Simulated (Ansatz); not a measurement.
Cl$_{2}$IIn, SMILES `[Cl][In]([Cl])[I]`, relaxed with RKS PBE0-D4/def2-TZVP in Ansatz 0.2.0 from a PBE-D4/def2-SVP geometry. The force threshold is 0.005 eV/Å; the program also tests the step.

Total charge 0; spin multiplicity 1. In, I takes the def2 core potential.

Start:

```xyz
4

Cl   -1.765    1.573    0.236
In   -0.034    0.004   -0.032
Cl   -0.152   -1.370   -1.935
I     1.950   -0.207    1.730
```

Q: How much energy does the relaxation release, and in how many steps? (Estimate.)

A: The calculation gave: 4.32 kJ/mol, in 3 steps.

Q: Which bonds change most? (Estimate.)

A: Ansatz gave: Cl1–In2 from 2.351 to 2.302 Å; In2–Cl3 from 2.350 to 2.302 Å; In2–I4 from 2.662 to 2.617 Å.

Q: Give the relaxed structure. (An estimate is asked.)

A: Ansatz gave: 
```xyz
4

Cl   -1.728    1.544    0.236
In   -0.040    0.004   -0.035
Cl   -0.144   -1.346   -1.896
I     1.912   -0.203    1.696
```
